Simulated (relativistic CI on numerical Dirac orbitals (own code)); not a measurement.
# Pt LXXV: computed level list

Method of calculation: Dirac-Coulomb-Breit CI, orbitals from a KLI potential per configuration, model QED (radiative potential, 1s self-energy scaled to tabulated hydrogen-like ionisation energies), unscaled Slater integrals (own radial code, finite nucleus).

Configuration list (outside the closed core 1s2): 2s², 2s2p, 2p², 2p3s, 2p3p, 2s3s, 2s3p, 2s3d, 2s4s, 2s4p, 2s4d, 2s4f, 3s², 3s3p, 3p². Levels of other configurations are missing.

| No. | Configuration | Term | J | E (Ry) | % | Next component (%) | Landé g | Lifetime (s) |
| --- | --- | --- | --- | --- | --- | --- | --- | --- |
| 1 | 2s² | ¹S | 0 | 0.00 | 98 | 1 2p² ¹S |  |  |
| 2 | 2s2p | ³P° | 0 | 13.99 | 100 |  |  |  |
| 3 | 2s2p | ³P° | 1 | 16.63 | 70 | 30 ¹P° | 1.291 | 1.58e-10 |
| 4 | 2p² | ³P | 0 | 39.14 | 67 | 31 ¹S |  | 1.14e-11 |
| 5 | 2s2p | ³P° | 2 | 152.52 | 100 |  | 1.455 | 3.37e-11 |
| 6 | 2s2p | ¹P° | 1 | 159.70 | 70 | 30 ³P° | 1.114 | 5.02e-14 |
| 7 | 2p² | ³P | 1 | 174.20 | 100 |  | 1.463 | 6.60e-14 |
| 8 | 2p² | ¹D | 2 | 175.53 | 66 | 34 ³P | 1.127 | 7.09e-14 |
| 9 | 2p² | ³P | 2 | 313.76 | 66 | 34 ¹D | 1.287 | 3.47e-14 |
| 10 | 2p² | ¹S | 0 | 319.18 | 68 | 32 ³P |  | 3.11e-14 |
| 11 | 2s3s | ³S | 1 | 912.98 | 100 |  | 1.960 | 2.29e-15 |
| 12 | 2s3s | ¹S | 0 | 915.74 | 99 | 1 2p3p ³P |  | 2.99e-15 |
| 13 | 2s3p | ³P° | 1 | 919.47 | 66 | 33 ¹P° | 1.294 | 1.62e-15 |
| 14 | 2s3p | ³P° | 0 | 919.49 | 100 |  |  | 2.11e-13 |
| 15 | 2p3s | ³P° | 0 | 930.22 | 100 |  |  | 3.22e-15 |
| 16 | 2p3s | ³P° | 1 | 930.40 | 66 | 33 ¹P° | 1.296 | 2.70e-15 |
| 17 | 2p3p | ³D | 1 | 934.12 | 74 | 22 ¹P | 0.625 | 9.68e-16 |
| 18 | 2p3p | ³P | 0 | 938.54 | 67 | 32 ¹S |  | 1.01e-15 |
| 19 | 2s3p | ³P° | 2 | 960.44 | 100 |  | 1.473 | 1.38e-13 |
| 20 | 2s3p | ¹P° | 1 | 961.04 | 67 | 32 ³P° | 1.156 | 1.20e-15 |
| 21 | 2s3d | ³D | 1 | 963.06 | 100 |  | 0.492 | 4.41e-16 |
| 22 | 2s3d | ³D | 2 | 963.47 | 68 | 32 ¹D | 1.085 | 4.10e-16 |
| 23 | 2s3d | ³D | 3 | 973.98 | 100 |  | 1.310 | 4.74e-16 |
| 24 | 2s3d | ¹D | 2 | 974.88 | 56 | 25 ³D | 1.059 | 5.74e-16 |
| 25 | 2p3p | ³P | 1 | 976.95 | 49 | 30 ³S | 1.489 | 1.70e-15 |
| 26 | 2p3p | ³D | 2 | 977.47 | 42 | 26 ¹D | 1.124 | 1.12e-15 |
| 27 | 2p3s | ³P° | 2 | 1070.40 | 100 |  | 1.463 | 3.76e-15 |
| 28 | 2p3s | ¹P° | 1 | 1071.19 | 67 | 33 ³P° | 1.119 | 2.12e-15 |
| 29 | 2p3p | ³P | 1 | 1076.08 | 51 | 28 ³S | 1.447 | 1.07e-15 |
| 30 | 2p3p | ³D | 2 | 1076.18 | 48 | 34 ¹D | 1.133 | 1.06e-15 |

Energies count from the lowest computed level; ° marks odd parity; lifetimes are radiative, by E1, M1, E2, M2 decay to levels of this space only; some are left blank where a channel outside the calculation adds to the decay or the decay crosses a small, uncertain gap.

The mean weight of the leading LS term, summed over parents, in these 30 levels is 77 %, and that of the leading jj configuration (from the same eigenvectors) 98 %, so jj coupling describes them better and the LS labels are nominal.

At this charge energies of transitions that change n are usually good to better than 1 %, and those within a shell (Δn = 0) to a few per cent.

LS names give the leading component of a level, which can be under half, so a name can repeat, a term be missing and a line seem to break the LS rules.
